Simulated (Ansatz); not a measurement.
Relaxation of C2H5ClO2Si (11 atoms, charge 0, multiplicity 1), to a largest force component of 0.015 eV/Å in at most 40 steps.

Level of theory: RKS B3LYP-D4/def2-SVP (Ansatz).

```xyz
11
Properties=species:S:1:pos:R:3
O 1.263 -1.012 -1.546
Si 0.967 -0.417 -0.003
C -0.778 0.322 0.046
O -1.413 0.296 -1.131
C -1.322 0.866 1.114
Cl -0.649 1.061 2.696
H 2.110 -1.372 -1.705
H 1.144 -1.554 0.903
H 2.015 0.616 0.322
H -0.934 -0.143 -1.792
H -2.338 1.281 1.115
```

Where does it end, and by what steps?

The forces met the threshold. After 7 steps the energy has fallen by 0.385 eV; H7 moved furthest, 0.27 Å.

```csv
step,energy less start (eV),largest force component (eV/Å),accepted
0,0.0000,2.440,yes
1,-0.3255,0.937,yes
2,-0.3703,0.319,yes
3,-0.3797,0.196,yes
4,-0.3814,0.148,yes
5,-0.3842,0.052,yes
6,-0.3846,0.020,yes
7,-0.3847,0.010,yes
```

```xyz
11
Properties=species:S:1:pos:R:3
O 1.093 -0.897 -1.501
Si 1.010 -0.393 0.106
C -0.741 0.312 0.024
O -1.367 0.225 -1.179
C -1.358 0.873 1.077
Cl -0.532 0.975 2.617
H 1.885 -1.320 -1.849
H 1.146 -1.539 1.046
H 2.048 0.630 0.412
H -0.751 -0.211 -1.795
H -2.367 1.288 1.062
```

Time of the run: 25 s on 2 threads of Intel(R) Xeon(R) Platinum 8488C (Sapphire Rapids) (shared host), peak memory 0.3 GiB.
